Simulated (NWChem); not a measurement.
System: CH₅MgNO; SMILES C[O][Mg][NH2]

The following NWChem deck was run.

```
start job
memory heap 200 mb stack 900 mb global 1100 mb
geometry units angstroms noautoz
  Mg    -0.498766    -0.607316     0.001179
  O     -0.412002     1.165049     0.000465
  C     -0.341119     2.533346    -0.000056
  H     -0.941234     2.986552     0.815624
  H      0.696983     2.902398     0.130546
  H     -0.714862     2.974101    -0.947115
  N     -0.590316    -2.491426     0.001937
  H     -0.634739    -3.094725    -0.813796
  H     -0.607383    -3.095178     0.818352
end
basis spherical
  Mg library 6-31+g*
  O library 6-31+g*
  C library 6-31+g*
  H library 6-31+g*
  N library 6-31+g*
end
dft
  xc bhlyp
  iterations 150
end
tddft
  nroots 6
  notriplet
end
task tddft energy
```

Excerpt of the output:

```
             Northwest Computational Chemistry Package (NWChem) 7.3.0
             --------------------------------------------------------

 C1  symmetry detected

                             Geometry "geometry" -> ""
                             -------------------------

 Output coordinates in angstroms (scale by  1.889725989 to convert to a.u.)

  No.       Tag          Charge          X              Y              Z
 ---- ---------------- ---------- -------------- -------------- --------------
    1 Mg                  12.0000    -0.00001645     0.67306522    -0.00070686
    2 O                    8.0000    -0.00003431    -1.10142209    -0.00170256
    3 C                    6.0000     0.00004751    -2.47155040     0.00142259
    4 H                    1.0000     0.80535371    -2.89419496    -0.63396789
    5 H                    1.0000     0.14788369    -2.89143843     1.01766593
    6 H                    1.0000    -0.95333524    -2.89366271    -0.37772390
    7 N                    7.0000     0.00001301     2.55939749     0.00103504
    8 H                    1.0000    -0.81609182     3.16382747     0.00019081
    9 H                    1.0000     0.81628546     3.16358266     0.00015709

 Effective nuclear repulsion energy (a.u.)     134.1692386782

                                 NWChem DFT Module
                                 -----------------

 Summary of "ao basis" -> "ao basis" (spherical)
 ------------------------------------------------------------------------------
       Tag                 Description            Shells   Functions and Types
 ---------------- ------------------------------  ------  ---------------------
 Mg                         6-31+g*                 10       22   5s4p1d
 O                          6-31+g*                  8       18   4s3p1d
 C                          6-31+g*                  8       18   4s3p1d
 H                          6-31+g*                  2        2   2s
 N                          6-31+g*                  8       18   4s3p1d

            General Information
            -------------------
          SCF calculation type: DFT
          Wavefunction type:  closed shell.
          No. of atoms     :     9
          No. of electrons :    38
           Alpha electrons :    19
            Beta electrons :    19
          Charge           :     0
          Spin multiplicity:     1
          Use of symmetry is: off; symmetry adaption is: off
          Maximum number of iterations: 150
          AO basis - number of functions:    86
                     number of shells:    44
          Convergence on energy requested:  1.00D-06
          Convergence on density requested:  1.00D-05
          Convergence on gradient requested:  5.00D-04

              XC Information
              --------------
                        BHLYP Method XC Functional
                     Hartree-Fock (Exact) Exchange  0.500
                        Slater Exchange Functional  0.500 local
                    Becke 1988 Exchange Functional  0.500 non-local
              Lee-Yang-Parr Correlation Functional  1.000

             Grid Information
             ----------------
          Grid used for XC integration:  medium
          Radial quadrature: Mura-Knowles
          Angular quadrature: Lebedev.
          Tag              B.-S. Rad. Rad. Pts. Rad. Cut. Ang. Pts.
          ---              ---------- --------- --------- ---------
          Mg                  1.50       88          14.0       590
          O                   0.60       49          12.0       434
          C                   0.70       49          15.0       434
          H                   0.35       45          15.0       434
          N                   0.65       49          15.0       434
          Grid pruning is: on
          Number of quadrature shells:   460
          Spatial weights used:  Erf1

      Superposition of Atomic Density Guess
      -------------------------------------

 Sum of atomic energies:        -368.80236890

      Non-variational initial energy
      ------------------------------

 Total energy =    -370.122157
 1-e energy   =    -775.040241
 2-e energy   =     270.748845
 HOMO         =      -0.341805
 LUMO         =      -0.101743

   convergence    iter        energy       DeltaE   RMS-Dens  Diis-err
 ---------------- ----- ----------------- --------- --------- ---------
 d= 0,ls=0.0,diis     1   -370.9938083943 -5.05D+02  1.36D-02  8.94D-01
 d= 0,ls=0.0,diis     2   -370.9641005313  2.97D-02  6.39D-03  1.36D+00
 d= 0,ls=0.0,diis     3   -371.1003531856 -1.36D-01  8.54D-04  7.18D-03
 d= 0,ls=0.0,diis     4   -371.1010691015 -7.16D-04  3.43D-04  2.44D-03
 d= 0,ls=0.0,diis     5   -371.1013484505 -2.79D-04  8.52D-05  8.16D-05
  Resetting Diis
 d= 0,ls=0.0,diis     6   -371.1013600402 -1.16D-05  3.16D-05  1.28D-05
 d= 0,ls=0.0,diis     7   -371.1013621810 -2.14D-06  9.19D-06  3.44D-07
 d= 0,ls=0.0,diis     8   -371.1013622590 -7.80D-08  3.57D-06  1.84D-07

         Total DFT energy =     -371.101362258996
      One electron energy =     -779.744600283778
           Coulomb energy =      313.804931151493
    Exchange-Corr. energy =      -39.330931804913
 Nuclear repulsion energy =      134.169238678201

 Numeric. integr. density =       37.999995885969

                       DFT Final Molecular Orbital Analysis
                       ------------------------------------

 Vector   17  Occ=2.000000D+00  E=-3.111414D-01
              MO Center=  3.7D-02, -1.5D+00,  8.6D-02, r^2= 1.9D+00
   Bfn.  Coefficient  Atom+Function         Bfn.  Coefficient  Atom+Function
  ----- ------------  ---------------      ----- ------------  ---------------
    27      0.533802  2 O  pz                31      0.398804  2 O  pz
    62     -0.215048  5 H  s                 45     -0.200511  3 C  pz
    61     -0.178138  5 H  s                 60      0.132181  4 H  s
    35      0.128563  2 O  pz                59      0.109491  4 H  s
    49     -0.106481  3 C  pz                 9      0.083156  1 Mg pz

 Vector   18  Occ=2.000000D+00  E=-3.108671D-01
              MO Center= -3.8D-02, -1.5D+00, -8.8D-02, r^2= 1.7D+00
   Bfn.  Coefficient  Atom+Function         Bfn.  Coefficient  Atom+Function
  ----- ------------  ---------------      ----- ------------  ---------------
    25      0.537093  2 O  px                29      0.400240  2 O  px
    43     -0.201544  3 C  px                64      0.202083  6 H  s
    60     -0.173361  4 H  s                 63      0.166998  6 H  s
    59     -0.143276  4 H  s                 33      0.129725  2 O  px
    47     -0.106611  3 C  px                 7      0.076661  1 Mg px

 Vector   19  Occ=2.000000D+00  E=-2.783122D-01
              MO Center=  5.3D-04,  2.5D+00,  2.1D-03, r^2= 1.4D+00
   Bfn.  Coefficient  Atom+Function         Bfn.  Coefficient  Atom+Function
  ----- ------------  ---------------      ----- ------------  ---------------
    69      0.553445  7 N  pz                73      0.438039  7 N  pz
    77      0.167035  7 N  pz                 9      0.083123  1 Mg pz
    27     -0.069569  2 O  pz                19      0.052129  1 Mg d -1
     5     -0.046776  1 Mg pz                31     -0.046154  2 O  pz
    62      0.027759  5 H  s

[...]

                                NWChem TDDFT Module
                                -------------------

            General Information
            -------------------
           No. of orbitals :     172
            Alpha orbitals :      86
             Beta orbitals :      86
        Alpha frozen cores :       0
         Beta frozen cores :       0
     Alpha frozen virtuals :       0
      Beta frozen virtuals :       0
         Spin multiplicity :       1
    Number of AO functions :      86
        Use of symmetry is : off
      Symmetry adaption is : off
         Schwarz screening :  0.10D-07

              XC Information
              --------------
                 BHLYP Method XC Functional
              Hartree-Fock (Exact) Exchange   0.50
                 Slater Exchange Functional   0.50 local
             Becke 1988 Exchange Functional   0.50 non-local
       Lee-Yang-Parr Correlation Functional   1.00

             TDDFT Information
             -----------------
          Calculation type : TDDFT
         Wavefunction type : Restricted singlets
          No. of electrons :      38
           Alpha electrons :      19
            Beta electrons :      19
              No. of roots :       6
          Max subspacesize :    5200
            Max iterations :     100
               Target root :       1
           Target symmetry : none
      Symmetry restriction : off
                 Algorithm : Optimal
        Davidson threshold :  0.10D-03

    6 smallest eigenvalue differences (eV)
--------------------------------------------------------
  No. Spin  Occ  Vir  Irrep   E(Occ)    E(Vir)   E(Diff)
--------------------------------------------------------
    1    1   19   20 a        -0.278    -0.021     7.004
    2    1   18   20 a        -0.311    -0.021     7.890
    3    1   17   20 a        -0.311    -0.021     7.898
    4    1   19   21 a        -0.278     0.012     7.900
    5    1   19   22 a        -0.278     0.017     8.036
    6    1   19   23 a        -0.278     0.018     8.064
--------------------------------------------------------

  Entering Davidson iterations
  Restricted singlet excited states

  Iter   NTrls   NConv    DeltaV     DeltaE      Time
  ----  ------  ------  ---------  ---------  ---------
    1      6       0     0.14E+00   0.10+100       12.6
    2     18       0     0.28E-01   0.18E-01       28.5
    3     30       0     0.11E-01   0.10E-02       26.5
    4     42       0     0.63E-02   0.97E-04       26.1
    5     54       1     0.19E-02   0.28E-04       26.9
    6     64       3     0.11E-02   0.60E-05       24.4
    7     69       5     0.41E-03   0.18E-05       19.1
    8     71       5     0.14E-03   0.15E-06       12.2
    9     73       6     0.93E-04   0.11E-07        9.6
  ----  ------  ------  ---------  ---------  ---------
  Convergence criterion met

  Ground state a        -371.101362258996 a.u.

  ----------------------------------------------------------------------------
  Root   1 singlet a              0.159163412 a.u.                4.3311 eV
  ----------------------------------------------------------------------------
     Transition Moments    X  0.00003   Y  0.00096   Z  0.72734
     Dipole Oscillator Strength                    0.0561339567
     Electric Quadrupole                           0.0000002004
     Magnetic Dipole                               0.0000008284
     Total Oscillator Strength                     0.0561349855

     Occ.   19  a   ---  Virt.   20  a   -0.95891 X
     Occ.   19  a   ---  Virt.   22  a   -0.07037 X
     Occ.   19  a   ---  Virt.   24  a   -0.21753 X
     Occ.   19  a   ---  Virt.   27  a   -0.12133 X
     Occ.   19  a   ---  Virt.   30  a   -0.07089 X
     Occ.   19  a   ---  Virt.   35  a    0.06371 X
  ----------------------------------------------------------------------------
  Root   2 singlet a              0.199214337 a.u.                5.4209 eV
  ----------------------------------------------------------------------------
     Transition Moments    X -0.39765   Y  0.00041   Z  0.00276
     Dipole Oscillator Strength                    0.0210017552
     Electric Quadrupole                           0.0000000022
     Magnetic Dipole                               0.0000000016
     Total Oscillator Strength                     0.0210017590

     Occ.   14  a   ---  Virt.   20  a    0.06256 X
     Occ.   18  a   ---  Virt.   20  a    0.93379 X
     Occ.   18  a   ---  Virt.   22  a   -0.16540 X
     Occ.   18  a   ---  Virt.   24  a    0.26823 X
     Occ.   18  a   ---  Virt.   30  a   -0.12203 X
  ----------------------------------------------------------------------------
  Root   3 singlet a              0.199736357 a.u.                5.4351 eV
  ----------------------------------------------------------------------------
     Transition Moments    X -0.00214   Y -0.00051   Z -0.50306
     Dipole Oscillator Strength                    0.0336988710
     Electric Quadrupole                           0.0000000263
     Magnetic Dipole                               0.0000000525
     Total Oscillator Strength                     0.0336989498

     Occ.   15  a   ---  Virt.   20  a    0.06152 X
     Occ.   17  a   ---  Virt.   20  a    0.93211 X
     Occ.   17  a   ---  Virt.   22  a   -0.16167 X
     Occ.   17  a   ---  Virt.   24  a    0.26390 X
     Occ.   17  a   ---  Virt.   30  a   -0.11970 X
     Occ.   19  a   ---  Virt.   22  a    0.06329 X
  ----------------------------------------------------------------------------
  Root   4 singlet a              0.210082730 a.u.                5.7166 eV
  ----------------------------------------------------------------------------
     Transition Moments    X -0.00750   Y -0.00001   Z  0.00328
     Dipole Oscillator Strength                    0.0000093866
     Electric Quadrupole                           0.0000000873
     Magnetic Dipole                               0.0000001060
     Total Oscillator Strength                     0.0000095799

     Occ.   19  a   ---  Virt.   21  a   -0.88399 X
     Occ.   19  a   ---  Virt.   25  a   -0.42107 X
     Occ.   19  a   ---  Virt.   28  a    0.14956 X
     Occ.   19  a   ---  Virt.   32  a   -0.10529 X
     Occ.   19  a   ---  Virt.   36  a    0.07057 X
  ----------------------------------------------------------------------------
  Root   5 singlet a              0.223030734 a.u.                6.0690 eV
  ----------------------------------------------------------------------------
     Transition Moments    X -0.00001   Y  0.00037   Z -0.29739
     Dipole Oscillator Strength                    0.0131502590
     Electric Quadrupole                           0.0000005204
     Magnetic Dipole                               0.0000001807
     Total Oscillator Strength                     0.0131509601

     Occ.   17  a   ---  Virt.   20  a   -0.06114 X
     Occ.   19  a   ---  Virt.   22  a    0.75440 X
     Occ.   19  a   ---  Virt.   24  a   -0.54023 X
     Occ.   19  a   ---  Virt.   27  a    0.13910 X
     Occ.   19  a   ---  Virt.   30  a    0.09762 X
     Occ.   19  a   ---  Virt.   31  a    0.29227 X
     Occ.   19  a   ---  Virt.   33  a   -0.06331 X
     Occ.   19  a   ---  Virt.   35  a    0.05935 X
     Occ.   19  a   ---  Virt.   40  a   -0.05930 X
  ----------------------------------------------------------------------------
  Root   6 singlet a              0.234229089 a.u.                6.3737 eV
  ----------------------------------------------------------------------------
     Transition Moments    X  0.00552   Y -0.33334   Z  0.01177
     Dipole Oscillator Strength                    0.0173774727
     Electric Quadrupole                           0.0000003586
     Magnetic Dipole                               0.0000000007
     Total Oscillator Strength                     0.0173778320

     Occ.   16  a   ---  Virt.   20  a   -0.10512 X
     Occ.   16  a   ---  Virt.   24  a   -0.07618 X
     Occ.   18  a   ---  Virt.   21  a   -0.05573 X
     Occ.   19  a   ---  Virt.   23  a   -0.93965 X
     Occ.   19  a   ---  Virt.   26  a   -0.26852 X
     Occ.   19  a   ---  Virt.   29  a    0.12060 X

              Target root =      1
          Target symmetry = none
      Ground state energy =   -371.101362258996
        Excitation energy =      0.159163412149
     Excited state energy =   -370.942198846847

  stored tddft:energy   -370.94219884684713
```

Level: BHandHLYP/6-31+G* (spherical d), full TDDFT. All runs use the structure optimised with PBE0/def2-SVP.
